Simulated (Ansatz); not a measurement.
**Abstraction of F: InHF2 + GeH2(CH3) → InHF + GeH2(CH3)F**

Gas-phase species: InHF2 `[F][InH][F]`, singlet; GeH2(CH3), doublet; InHF `[F][InH]`, doublet; GeH2(CH3)F, singlet. A radical takes F: the energy is the difference in strength between the In–F bond broken and the Ge–F bond made.

Shapes, held fixed at every level: PBE0-D4/def2-TZVP. Programs: Ansatz 0.2.0. The zero-point and thermal change to 298 K, harmonic and unscaled (PBE0-D4/def2-TZVP), is +0.9 kJ/mol.

Q: Estimate ΔH(298 K) of this reaction.

A: The highest level, CCSD(T)/def2-TZVPP, gives ΔH(298 K) = -78.9 kJ/mol; the levels span -86.2 to -69.5. The column of differences is taken from that level and isn't an error. No measured value is set beside it here. Open shells run unrestricted. For atoms past krypton def2 sets carry core potentials with scalar relativity. Relativity is left out for Ge. Outer-core shells of Ge, In are correlated, in sets that cover them unevenly.

| level | kind | ΔH(298 K) (kJ/mol) | less CCSD(T)/def2-TZVPP |
| --- | --- | --- | --- |
| MP2/def2-SVP | perturbation theory | -69.5 | +9.4 |
| MP2/def2-TZVPP | perturbation theory | -78.1 | +0.8 |
| PBE-D4/def2-TZVPP | GGA | -79.0 | -0.1 |
| BHLYP-D4/def2-TZVPP | global hybrid | -86.2 | -7.3 |
| wB97M-V/def2-TZVPP | range-separated hybrid | -75.3 | +3.6 |
| wB97X-V/def2-TZVPP | range-separated hybrid | -76.5 | +2.4 |
| CCSD(T)/def2-SVP | coupled cluster or CI | -74.2 | +4.7 |
| CCSD(T)/def2-TZVPP | coupled cluster or CI | -78.9 | 0.0 |
